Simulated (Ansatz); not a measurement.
GaH$_{5}$SiZn (`[SiH3][Zn][GaH2]`). The species carries charge 0 and has multiplicity 1. All single points use the PBE0-D4/def2-TZVP geometry.

```xyz
8

Si    0.106    0.470   -2.078
Zn   -0.014   -0.059    0.268
Ga   -0.137   -0.604    2.671
H    -0.660   -0.499   -2.917
H     1.510    0.458   -2.587
H    -0.445    1.824   -2.380
H     0.763    0.107    3.763
H    -1.122   -1.696    3.260
```

(1) What is the dipole moment at B3LYP/def2-TZVPP? (Estimate.)

(2) And with PBE, r2SCAN, ωB97M-V? (Estimate.)

(3) Give the Mulliken charges with B3LYP, PBE, r2SCAN in def2-TZVPP. (Estimate.)

Results:

(1) Computed: 0.18 D, with components (-0.01, -0.04, 0.17) D in this frame, pointing from negative to positive charge.

(2) Ansatz gave: PBE 0.22 D, r2SCAN 0.17 D, ωB97M-V 0.19 D.

(3) The calculation gave: 
| atom | B3LYP | PBE | r2SCAN |
| --- | --- | --- | --- |
| Si1 | 0.13 | 0.08 | 0.13 |
| Zn2 | 0.10 | 0.07 | 0.14 |
| Ga3 | 0.11 | 0.10 | 0.12 |
| H4 | -0.07 | -0.05 | -0.08 |
| H5 | -0.07 | -0.05 | -0.08 |
| H6 | -0.07 | -0.05 | -0.08 |
| H7 | -0.06 | -0.05 | -0.08 |
| H8 | -0.06 | -0.05 | -0.08 |

B3LYP here is the variant with VWN-RPA as its local correlation; programs differ in this.
